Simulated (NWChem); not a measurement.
System: C3H2Cl2; SMILES ClC(Cl)=C=C

All runs: NWChem. Geometry: optimised at PBE-D3(BJ)/def2-SVP. Level: B3LYP/def2-SVP with SMD (1 M gas to 1 M solution), gas-phase geometry.

For solvent chloroform:

| Item | Result |
|---|---|
| solvation free energy (kcal/mol) | -3.8 |
| cavity-dispersion-structure term (kcal/mol) | -2.1 |
| dipole in solution (D) | 2.35 |

Question: Estimate the same quantities for solvent dimethyl sulfoxide.

Answer: 
| Property | Result |
|---|---|
| solvation free energy (kcal/mol) | -1.7 |
| cavity-dispersion-structure term (kcal/mol) | 0.5 |
| dipole in solution (D) | 2.58 |
